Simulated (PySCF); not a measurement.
Gas-phase thermal properties of ZrI4

Method: PySCF energies plus ideal-gas RRHO corrections (1 bar). All species are closed-shell singlets. I, Zr: scalar-relativistic def2 core potential, no spin-orbit coupling. The harmonic model lacks anharmonicity and excited electronic states, which grow with temperature; levels with a mode under 35 cm⁻¹ are left out. Soft modes under 120 cm⁻¹ make the harmonic entropy rough for ZrI4.

```tsv
level	point group	σ	ZPE (kJ/mol)	S°298 (J/mol/K)	Cp298 (J/mol/K)	S°1000 (J/mol/K)	H1000 − H298 (kJ/mol)
PBE/def2-SVP	Td	12	6.9	448.8	104.6	578.0	75.1
PBE0/def2-TZVP	Td	12	7.1	446.8	104.4	575.8	75.1
```
σ: rotational symmetry number. Electronic degeneracy used: 1. Frequencies are unscaled.
